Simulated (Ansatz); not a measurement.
Ansatz (a program for electronic structure) input (RI-MP2/aug-cc-pV(Q+d)Z):
A basis named .json is the Basis Set Exchange file of that set.

Ansatz 0.2 input:
```yaml
crystal:
  periodic: [false, false, false]
  atoms:
    - {symbol: C, position_ang: [2.19509740, -1.81706541, -0.02970872]}
    - {symbol: O, position_ang: [1.58301825, -0.55218569, -0.13128672]}
    - {symbol: Al, position_ang: [0.00000000, 0.00000000, 0.00000000]}
    - {symbol: O, position_ang: [-0.33848417, 1.63606316, -0.19187974]}
    - {symbol: C, position_ang: [0.44274252, 2.77706234, -0.46148209]}
    - {symbol: O, position_ang: [-1.24453409, -1.08387747, 0.32316646]}
    - {symbol: C, position_ang: [-2.63783991, -0.95999693, 0.49119080]}
    - {symbol: H, position_ang: [1.47273461, -2.61178817, 0.18186247]}
    - {symbol: H, position_ang: [2.93923315, -1.80600689, 0.77180317]}
    - {symbol: H, position_ang: [2.70732416, -2.05775650, -0.96564310]}
    - {symbol: H, position_ang: [0.10198117, 3.24998001, -1.38696153]}
    - {symbol: H, position_ang: [1.50524287, 2.53664144, -0.56846526]}
    - {symbol: H, position_ang: [0.33389015, 3.50172962, 0.35048474]}
    - {symbol: H, position_ang: [-2.92525982, -1.31809832, 1.48388150]}
    - {symbol: H, position_ang: [-2.97797749, 0.07514673, 0.38660279]}
    - {symbol: H, position_ang: [-3.15716881, -1.56984793, -0.25356478]}
basis:
  gaussian:
    orbitals: aug-cc-pV_Q+d_Z.json
    fitting: {mean_field: def2-universal-jkfit, correlation: aug-cc-pVQZ-RIFIT.json}
magnetization: {spin_polarized: false}
correlation: {method: mp2, electrons: outside_noble_gas}
```

End of the output:

```
integrals: 4.04 GiB planned
746 factors; integrals over basis functions are off by at most 3.9e0 eV
3.39 GiB of device memory are held for the factors and their scratch space
mean field: 8.24 GiB planned
mean field evaluation 1: about -15929.8647 eV, gradient 6.0e1 eV
mean field evaluation 2: about -15934.4981 eV, gradient 3.8e1 eV
mean field evaluation 4: about -15936.7960 eV, gradient 1.1e0 eV
mean field evaluation 8: about -15936.8004 eV, gradient 2.7e-6 eV
mean field -15936.80044898 eV, -585.6666141486 hartree, gradient 2.7e-6 eV, S^2 0.000000; 0 other end points of the search recorded, 0 dependent functions left out
11 core orbitals not correlated
1922 factors; their error is unknown
reference -15936.80044898 eV, -585.6666141486 hartree; 21, 21 occupied and 951, 951 virtual orbitals, 1922 factors
second order -38.50796991 eV of doubles, -0.00000000 eV of singles
Total energy: -15975.30841889 eV, -587.0817559411 hartree
```
